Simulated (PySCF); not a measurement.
## Electronic structure of Si³⁺ (silicon, charge +3) at the UHF level

Configuration: [Ne] 3s1, 2S determinant. Computed with PySCF 2.14 in aug-cc-pVTZ-DK, with scalar relativity by spin-free X2C-1e.

- Total energy: -287.420869 hartree
- One-electron energy: -383.9377 hartree
- Hartree (Coulomb) energy: 116.1014 hartree
- Exchange energy: -19.5846 hartree
- ⟨S²⟩: 0.7500
- ⟨L²⟩: 0.000
- Sum of ⟨r⟩: 6.405 bohr
- Sum of ⟨r²⟩: 6.873 bohr²
- Langevin diamagnetic susceptibility: -5.44 ×10⁻⁶ cm³/mol

```
shell  electrons  mean orbital energy (hartree)  rms radius, mean of both spins (bohr)
 1s α          1                      -70.36568                                  0.129
 1s β          1                      -70.34799                                  0.129
 2s α          1                       -7.52906                                  0.611
 2s β          1                       -7.49218                                  0.611
 2p α          3                       -5.59450                                  0.596
 2p β          3                       -5.58029                                  0.596
 3s α          1                       -1.64479                                   1.99
```

Densities and radii are taken from the X2C orbitals without a picture-change correction, which distorts them close to the nucleus.
